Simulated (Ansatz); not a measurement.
Basis sets compared for Si₁₆Bi. Charge 0, multiplicity 2. Geometry r2SCAN-D4/def2-SVP. Ansatz on 2 threads of AMD EPYC 7R13 on a shared host and a share (18 GiB) of an NVIDIA H100 80GB HBM3; times are rough, and most runs start from earlier orbitals.

```xyz
17

Bi   -2.475    1.427    1.545
Si   -1.578   -0.621   -2.189
Si   -0.048   -1.827    1.609
Si   -1.828   -0.942    0.374
Si   -1.285    2.230   -0.756
Si    0.416    2.395    0.847
Si    1.450   -3.215    0.429
Si    1.092    0.266    2.175
Si    2.689   -1.741    1.817
Si    1.845    0.872   -0.289
Si    0.573   -1.101   -0.666
Si   -1.642    1.806   -3.003
Si   -0.184    2.036    3.106
Si    0.486   -1.328   -3.071
Si    0.474    0.993   -2.327
Si   -3.419   -1.670   -1.163
Si    3.434    0.421    1.562
```

In the def2 sets Bi takes a core potential; there is no spin–orbit coupling. Single mean-field runs in def2-TZVP are fitted with def2-universal-jkfit. Another isomer (doublet) lies 2.32 eV lower at PBE0-D4/def2-TZVP; other spin states weren't run for this one.

Binding counts from free atoms (Bi quartet, Si triplet) in the same basis, without a counterpoise term.

```json
{"level": "PBE-D4/def2-SVP", "functions": "314", "energy (Eh)": "-4842.9407", "HOMO (eV)": "-4.91", "LUMO (eV)": "-4.40", "binding per atom (eV)": "3.72", "wall time": "4.4 s"}
{"level": "PBE0-D4/def2-SVP", "functions": "314", "energy (Eh)": "-4843.2676", "HOMO (eV)": "-5.57", "LUMO (eV)": "-3.99", "binding per atom (eV)": "3.56", "wall time": "6 s"}
```

(1) Estimate the rows for PBE-D4/def2-TZVP (with forces), PBE0-D4/def2-TZVP.

Answers

(1) 
```tsv
level	functions	energy (Eh)	HOMO (eV)	LUMO (eV)	binding per atom (eV)	wall time
PBE-D4/def2-TZVP (with forces)	642	-4844.5535	-4.83	-4.30	3.76	11 s
PBE0-D4/def2-TZVP	642	-4844.8673	-5.44	-3.84	3.62	9 s
```
